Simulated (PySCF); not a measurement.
SZn, SMILES [S]=[Zn].

Geometry optimised at PBE0-D3(BJ)/def2-TZVP.

The numbers are results of TDDFT-PBE/def2-TZVPD (PySCF 2.14.0), not measurements.

Vertical excitations; the highest root listed may be one member of a degenerate set. Gas-phase values at a fixed geometry. State labels are in the subgroup C2v.

```
state  symmetry  energy (eV)  λ (nm)      f                                                                 main pairs
-----  --------  -----------  ------  -----  -------------------------------------------------------------------------
S1           B1         0.72    1715  0.002                                               HOMO−1→LUMO (degenerate set)
S2           B2         0.72    1715  0.002                                                 HOMO→LUMO (degenerate set)
S3           A1         3.84     323  0.035                     HOMO−2→LUMO 64 %, HOMO−1→LUMO+1 18 %, HOMO→LUMO+2 18 %
S4           A2         4.17     297  0.000                                       HOMO−1→LUMO+2 50 %, HOMO→LUMO+1 50 %
S5           A1         4.23     293  0.000                                HOMO−1→LUMO+1, HOMO→LUMO+2 (degenerate set)
S6           A2         4.23     293  0.000                                HOMO→LUMO+1, HOMO−1→LUMO+2 (degenerate set)
S7           B1         5.61     221  0.018                                             HOMO−1→LUMO+3 (degenerate set)
S8           B2         5.61     221  0.018                                               HOMO→LUMO+3 (degenerate set)
S9           A1         5.73     216  0.544  HOMO−2→LUMO 28 %, HOMO→LUMO+2 25 %, HOMO−1→LUMO+1 25 %, HOMO−1→LUMO+8 5 %
S10          A1         6.38     194  0.000                                       HOMO→LUMO+5 50 %, HOMO−1→LUMO+4 50 %
T1           B2         0.28    4500      0                                                 HOMO→LUMO (degenerate set)
T2           B1         0.28    4500      0                                               HOMO−1→LUMO (degenerate set)
T3           A1         2.43     510      0                                                           HOMO−2→LUMO 98 %
T4           A1         3.79     327      0                                       HOMO−1→LUMO+1 49 %, HOMO→LUMO+2 49 %
```
Triplets are in the Tamm–Dancoff approximation, which puts them higher than full response would, so one can lie above its singlet here.
